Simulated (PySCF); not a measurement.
Compound: C₆H₅FN₂.
Atom-mapped SMILES: `[H]/[N:9]=[CH:8]\[C:7]1=[C:5]([F:6])[C@H:4]1[CH2:3][C:2]#[N:1]` (hydrogens: H10, H11 on C3; H12 on C4; H13 on C8; H14 on N9)

Cartesian coordinates in Å at the GFN2-xTB level; atoms count from 1:
```
atom  x, y, z in Å
N1    -2.592   -1.986    1.034
C2    -2.222   -1.034    0.522
C3    -1.728    0.171   -0.099
C4    -0.549    0.718    0.699
C5     0.591    1.372    0.015
F6     0.947    2.457   -0.636
C7     0.862    0.174    0.465
C8     1.770   -0.923    0.651
N9     3.000   -0.934    0.382
H10   -1.423   -0.065   -1.123
H11   -2.540    0.904   -0.134
H12   -0.822    1.039    1.701
H13    1.339   -1.829    1.067
H14    3.368   -0.064   -0.003
```

Computed at B3LYP/pcJ-1 (PySCF, non-relativistic), with Q(14N) = 0.02044 b: N1, 14N (I = 1): χzz = -4.699 MHz, η = 0.021; N9, 14N (I = 1): χzz = -5.066 MHz, η = 0.429.

Where would the pure quadrupole (NQR) lines of 14N at N1 fall for the rigid, isolated species?

From ν± = (3/4)|χ|(1 ± η/3) and ν0 = |χ|η/2: ν+ 3.549 MHz, ν− 3.499 MHz, ν0 0.049 MHz (nitrile nitrogen).

Find the zero-field quadrupole resonance frequencies of 14N at N9.

From ν± = (3/4)|χ|(1 ± η/3) and ν0 = |χ|η/2: ν+ 4.343 MHz, ν− 3.256 MHz, ν0 1.087 MHz (imine nitrogen).

In a crystal, neighbours and librations shift these lines. GFN2-xTB bond lengths can be off by several hundredths of an ångström, more for odd bonds, and the gradients follow them. The small basis limits the accuracy of the gradients.

One conformer stands for the species.
